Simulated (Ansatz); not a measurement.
A run for Ansatz (an electronic-structure program): R-B3LYP-D3(BJ)/def2-TZVP on SiH4 (SMILES [SiH4]).

Ansatz 0.2 input:
```yaml
crystal:
  periodic: [false, false, false]
  atoms:
    - {symbol: Si, position_ang: [0.00000000, 0.00000000, 0.00000000]}
    - {symbol: H, position_ang: [0.85610000, 0.85610000, 0.85610000]}
    - {symbol: H, position_ang: [-0.85610000, -0.85610000, 0.85610000]}
    - {symbol: H, position_ang: [-0.85610000, 0.85610000, -0.85610000]}
    - {symbol: H, position_ang: [0.85610000, -0.85610000, -0.85610000]}
basis:
  gaussian:
    orbitals: def2-TZVP
hamiltonian:
  xc: b3lyp
  dispersion: d3bj
relax: {f_tol: 0.004, max_steps: 120}
scf: {lower_state_search: off}
```

The log:

```
WARN ansatz: RAYON_NUM_THREADS=4 ignored (pool sized by the plan → 4); use --threads N
Functional definition: B3LYP
these checks for a lower state are left out or cut short: stability, starts, cluster_reference, orbital_swaps, neighbouring_geometries, increment
integrals: 0.01 GiB planned
437 factors; their error is unknown
mean field: 0.14 GiB planned
mean field evaluation 1: about -7942.9968 eV, gradient 1.1e1 eV
mean field evaluation 2: about -7943.3414 eV, gradient 5.0e0 eV
mean field evaluation 4: about -7943.4230 eV, gradient 9.4e-2 eV
mean field evaluation 8: about -7943.4495 eV, gradient 4.9e-4 eV
mean field -7943.44948803 eV, -291.9163844216 hartree, gradient 9.7e-7 eV, S^2 0.000000; 0 other end points of the search recorded, 0 dependent functions left out
the calculation of the forces begins
reference -7943.44969962 eV, -291.9163921974 hartree; 9, 9 occupied and 52, 52 virtual orbitals, 437 factors
relax step   1: F+E_penalty+E_count = -7943.53565621 eV  Δ(F+E_penalty+E_count) = +0.000e0 eV  max|allowed force component| = 2.625e-2 eV/Å  Δτ_max = 0.0000 Å  (12 SCF iters, accepted)
these checks for a lower state are left out or cut short: stability, starts, cluster_reference, orbital_swaps, neighbouring_geometries, increment
integrals: 0.01 GiB planned
437 factors; their error is unknown
mean field: 0.14 GiB planned
mean field evaluation 16: about -7943.4497 eV, gradient 1.0e-1 eV
mean field -7943.44968294 eV, -291.9163915846 hartree, gradient 2.5e-6 eV, S^2 0.000000; 0 other end points of the search recorded, 0 dependent functions left out
the calculation of the forces begins
reference -7943.44989445 eV, -291.9163993574 hartree; 9, 9 occupied and 52, 52 virtual orbitals, 437 factors
relax step   2: F+E_penalty+E_count = -7943.53586616 eV  Δ(F+E_penalty+E_count) = -2.099e-4 eV  max|allowed force component| = 6.715e-3 eV/Å  Δτ_max = 0.0018 Å  (10 SCF iters, accepted)
these checks for a lower state are left out or cut short: stability, starts, cluster_reference, orbital_swaps, neighbouring_geometries, increment
integrals: 0.01 GiB planned
437 factors; their error is unknown
mean field: 0.14 GiB planned
mean field -7943.44969235 eV, -291.9163919304 hartree, gradient 1.9e-6 eV, S^2 0.000000; 0 other end points of the search recorded, 0 dependent functions left out
the calculation of the forces begins
reference -7943.44990383 eV, -291.9163997022 hartree; 9, 9 occupied and 52, 52 virtual orbitals, 437 factors
relax step   3: F+E_penalty+E_count = -7943.53588077 eV  Δ(F+E_penalty+E_count) = -1.462e-5 eV  max|allowed force component| = 1.097e-5 eV/Å  Δτ_max = 0.0006 Å  (10 SCF iters, accepted)
Total energy: -7943.53609225 eV, -291.9195670682 hartree
Atom 0 at     0.000000    -0.000000    -0.000000 Å, force    -0.000000    -0.000000    -0.000000 eV/Å
Atom 1 at     0.854676     0.854676     0.854676 Å, force     0.000011     0.000011     0.000011 eV/Å
Atom 2 at    -0.854676    -0.854676     0.854676 Å, force    -0.000011    -0.000011     0.000011 eV/Å
Atom 3 at    -0.854676     0.854676    -0.854676 Å, force    -0.000011     0.000011    -0.000011 eV/Å
Atom 4 at     0.854676    -0.854676    -0.854676 Å, force     0.000011    -0.000011    -0.000011 eV/Å
Dipole moment:     0.000000    -0.000000    -0.000000 e Å
Checks for a lower state left out: stability, starts, cluster_reference, orbital_swaps, neighbouring_geometries, increment
```

Self-consistency was reached.

Cost: around 2.2 core-seconds (rough).
